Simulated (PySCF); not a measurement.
Two species compared at the same levels of theory.

First species: C3H9N3Si2.
SMILES: `N1CCN[SiH2][Si@H]1C#N`

Second species: 3-fluorobenzoyl chloride, C7H4ClFO.
InChI=1S/C7H4ClFO/c8-7(10)5-2-1-3-6(9)4-5/h1-4H

Levels: PBE0/def2-SVPD for HOMO energy, LUMO energy, HOMO–LUMO gap and static isotropic polarisability; TDDFT PBE0/def2-SVPD for lowest singlet excitation; TDA PBE0/def2-SVPD for lowest triplet excitation (Tamm–Dancoff). Geometries: GFN2-xTB. Each species is one conformer at its optimised geometry, gas phase, non-relativistic unless stated; the electronic structure was computed with PySCF and density fitting.

The conformers computed, where there is a choice (atom-mapped SMILES and torsion angles):
- `[O:1]=[C:2]([Cl:3])[c:4]1[cH:5][cH:6][cH:7][c:8]([F:9])[cH:10]1`: O1–C2–C4–C5 0°

The conformers of `N#C[Si@H]1NCCN[SiH2]1` aren't listed.

Task: Which has the higher HOMO energy?

Result: The first: -6.95 eV against -7.97 eV, a difference of 1.02 eV.

Task: Which of the two has the higher static isotropic polarisability, and by how much?

Result: The first: 103.6 au against 98.0 au, a difference of 5.6 au.

Task: Which of the two has the higher S1 energy, and by how much?

Result: The first: 4.75 eV against 4.43 eV, a difference of 0.32 eV.

Task: Which has the higher T1 energy?

Result: The first: 4.49 eV against 3.51 eV, a difference of 0.98 eV.

Task: Which has the higher HOMO–LUMO gap?

Result: The first: 5.99 eV against 5.44 eV, a difference of 0.55 eV.

Task: Which has the higher LUMO energy?

Result: The first: -0.96 eV against -2.53 eV, a difference of 1.57 eV.

On the first: The polarisability is 15.35 Å³ as a volume (1 au = 0.148185 Å³), or 1.36 au for each of the 76 electrons. The principal polarisabilities are 88.5, 102.2 and 120.1 au; their mean is the isotropic value.

On the second: No computed singlet falls in the visible range (750 to 380 nm, 1.65 to 3.26 eV); S1 lies 1.17 eV above its blue end. The principal polarisabilities are 55.8, 106.3 and 131.8 au; their mean is the isotropic value.
